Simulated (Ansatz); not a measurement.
`B/C=N/C` + `FC([SiH3])S` → `BSC(F)[SiH3]` + `C=NC`  (ligand exchange at a B–C bond)

Computed with Ansatz on PBE0-D4/def2-TZVP structures; ΔE is electronic, products minus reactants. CCSD(T)/CBS adds triple-zeta CCSD(T) − MP2 to the extrapolated MP2 energy (def2 sets, frozen cores). DFT in def2-TZVPP. One conformer a species, not always the lowest.

(1) Is it downhill or uphill in electronic energy at CCSD(T)/CBS, and by how much? (Estimate.)

(2) What do these levels give: LDA (SPW92), BLYP-D4, r2SCAN-D4, B97M-V, PBE, SCS-MP2/def2-TZVPP? (Best estimate.)

Largest T1 diagnostic among the species: 0.014.

## Answers

(1) The calculation gave: Downhill: ΔE = -21.5 kcal/mol.

(2) Computed: LDA (SPW92) -22.5, BLYP-D4 -21.2, r2SCAN-D4 -22.1, B97M-V -21.5, PBE -22.0, SCS-MP2/def2-TZVPP -21.3 kcal/mol.

At CCSD(T), def2-SVP lies −1.0 kcal/mol from the extrapolated value and def2-TZVPP −0.1 kcal/mol. Leaving LDA and LC-ωPBE aside and taking each functional with its dispersion term where it has one, the values, not all of them listed here, spread over 1.5 kcal/mol, from PBE-D4 to BHLYP-D4. In def2-TZVPP, CCSD(T) changes the Hartree–Fock value by −2.4 kcal/mol (the triples alone add −0.5 kcal/mol) and MP2 by −3.0 kcal/mol.
